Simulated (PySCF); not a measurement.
## AlZn⁻: one state, many levels of theory

State: ³Σ⁻ (triplet), unpaired electrons π ↑↑. Set-up: basis Al def2-SVPD, Zn def2-SVPD; no relativity; PySCF 2.14. De refers to Al⁻ + Zn in their high-spin ground configurations, without counterpoise correction. The functionals are run spin-unrestricted. A positive dipole points towards Zn; it is taken about the centre of mass and depends on that origin.

```csv
Level,Re (Å),ωe (cm⁻¹),De (eV),μ (D)
PBE,2.472,247,n/a,3.57
r²SCAN,2.441,262,n/a,3.56
PBE0,2.497,238,n/a,3.79
HSE06,2.494,239,n/a,3.69
```

The bond length runs from 2.441 Å (r²SCAN) to 2.497 Å (PBE0).

The highest Kohn–Sham level is positive in this anion. Much of that is self-interaction error, but it also means that the finite basis helps to hold the extra electron. The state was picked by a PBE0 search and need not be the measured ground state.
